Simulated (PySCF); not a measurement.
C₆ coefficients of unlike pairs at PBE

Calculated with PySCF 2.14 from the dipole response of each species, C₆(A,B) = (3/π) ∫ α_A(iu) α_B(iu) du, in atomic units, from isotropic polarisabilities. For ions this is the dispersion term alone; charge-induced terms of lower order in 1/R come first.

| species | configuration | basis | relativity | α (bohr³) | C₆ (like pair) |
| --- | --- | --- | --- | --- | --- |
| Li⁺ | 1s2 (1S) | aug-cc-pCVTZ-DK with one added diffuse shell each of s, p, d, f type (8s7p5d3f) | spin-free X2C | 0.1856 | 0.07244 |
| B²⁺ | [He] 2s1 (2S) | aug-cc-pwCVTZ (7s6p4d2f) | none | 6.984 | 9.284 |
| Cr⁺ | [Ar] 3d5 (6S) | x2c-QZVPPall with one added diffuse shell each of s, p, d, f, g type (12s8p6d4f3g) | spin-free X2C | 14.72 | 55.70 |
| S²⁺ | [Ne] 3s2 3p2 (3P) | x2c-QZVPPall with one added diffuse shell each of s, p, d, f type (10s7p5d3f1g) | spin-free X2C | 7.275 | 26.34 |

Problem. Estimate C₆ for B²⁺ with Li⁺.

Solution. The integral gives 0.4879. The combination rule 2 C_A C_B / (C_A α_B/α_A + C_B α_A/α_B) gives 0.4524 and the geometric mean 0.8201.

No spin-orbit coupling is included.

The other pairs:

```tsv
pair	C₆
S²⁺, B²⁺	14.22
S²⁺, Li⁺	1.109
Cr⁺, B²⁺	21.91
Cr⁺, Li⁺	1.560
S²⁺, Cr⁺	37.47
```
